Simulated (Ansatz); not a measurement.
The inner images of a band of CH$_{7}$AlOSe (11 atoms, charge 0, multiplicity 1) are given out of order.

All numbers below come from RKS PBE-D4/def2-SVP in Ansatz.

Image 0:

```xyz
11
Properties=species:S:1:pos:R:3
Al -0.192 0.763 0.063
H 1.027 1.723 0.506
C -0.231 -0.194 -1.657
O -1.748 1.029 0.801
H 1.282 -0.769 2.610
Se 0.594 -1.484 1.504
H 0.753 -0.620 -1.949
H -0.529 0.501 -2.472
H -0.974 -1.020 -1.655
H -1.862 1.724 1.468
H 1.880 -1.653 0.780
```

Image 8:

```xyz
11
Properties=species:S:1:pos:R:3
Al -0.523 -0.102 0.369
H 1.433 1.604 0.472
C -0.085 -0.175 -1.530
O -1.676 1.074 0.874
H 1.614 1.019 0.946
Se 0.251 -1.658 1.955
H 0.940 -0.553 -1.721
H -0.176 0.835 -1.980
H -0.793 -0.841 -2.067
H -2.051 1.139 1.765
H 1.066 -2.341 0.917
```

Put them in order from the first end to the last, with their energies above the first end.
A.
```xyz
11
Properties=species:S:1:pos:R:3
Al -0.503 -0.054 0.346
H 1.413 1.529 0.676
C -0.119 -0.201 -1.560
O -1.630 1.149 0.841
H 1.528 0.889 1.100
Se 0.265 -1.670 1.883
H 0.934 -0.476 -1.772
H -0.353 0.740 -2.099
H -0.758 -1.001 -1.993
H -1.961 1.290 1.741
H 1.183 -2.194 0.837
```
B.
```xyz
11
Properties=species:S:1:pos:R:3
Al -0.361 0.206 0.302
H 1.197 1.222 0.926
C -0.123 -0.179 -1.594
O -1.706 1.143 0.813
H 1.243 0.469 1.334
Se 0.535 -1.535 1.793
H 0.897 -0.537 -1.843
H -0.394 0.636 -2.294
H -0.819 -1.027 -1.784
H -1.909 1.579 1.651
H 1.440 -1.976 0.696
```
C.
```xyz
11
Properties=species:S:1:pos:R:3
Al -0.228 0.775 0.091
H 0.959 1.756 0.575
C -0.189 -0.191 -1.623
O -1.813 1.026 0.770
H 1.579 -0.662 2.419
Se 0.582 -1.423 1.623
H 0.814 -0.601 -1.870
H -0.467 0.492 -2.455
H -0.917 -1.029 -1.642
H -1.959 1.709 1.442
H 1.639 -1.852 0.671
```
D.
```xyz
11
Properties=species:S:1:pos:R:3
Al -0.262 0.729 0.130
H 0.941 1.659 0.678
C -0.166 -0.187 -1.606
O -1.852 1.014 0.780
H 1.672 -0.399 2.050
Se 0.625 -1.403 1.737
H 0.850 -0.578 -1.826
H -0.420 0.520 -2.426
H -0.883 -1.032 -1.675
H -1.981 1.666 1.486
H 1.476 -1.990 0.671
```
E.
```xyz
11
Properties=species:S:1:pos:R:3
Al -0.281 0.476 0.231
H 1.096 1.250 0.862
C -0.136 -0.192 -1.598
O -1.780 1.086 0.827
H 1.209 0.130 1.462
Se 0.679 -1.419 1.824
H 0.887 -0.547 -1.842
H -0.403 0.597 -2.331
H -0.837 -1.040 -1.749
H -1.906 1.622 1.623
H 1.472 -1.962 0.692
```
F.
```xyz
11
Properties=species:S:1:pos:R:3
Al -0.259 0.654 0.168
H 1.011 1.484 0.760
C -0.156 -0.192 -1.597
O -1.824 1.041 0.810
H 1.411 -0.140 1.725
Se 0.679 -1.452 1.803
H 0.863 -0.563 -1.831
H -0.418 0.551 -2.381
H -0.865 -1.040 -1.699
H -1.932 1.644 1.561
H 1.491 -1.988 0.681
```
G.
```xyz
11
Properties=species:S:1:pos:R:3
Al -0.452 0.024 0.331
H 1.317 1.387 0.848
C -0.129 -0.203 -1.578
O -1.627 1.183 0.810
H 1.377 0.713 1.246
Se 0.366 -1.651 1.808
H 0.906 -0.518 -1.820
H -0.386 0.680 -2.198
H -0.797 -1.034 -1.892
H -1.916 1.453 1.693
H 1.343 -2.034 0.751
```

C (+0.007 eV), D (+0.040 eV), F (+0.135 eV), E (+0.248 eV), B (-0.196 eV), G (-0.556 eV), A (-0.657 eV).

Time of the run: 5.6 min on 2 threads of Arm Neoverse V2, on a shared host, peak memory 0.15 GiB.
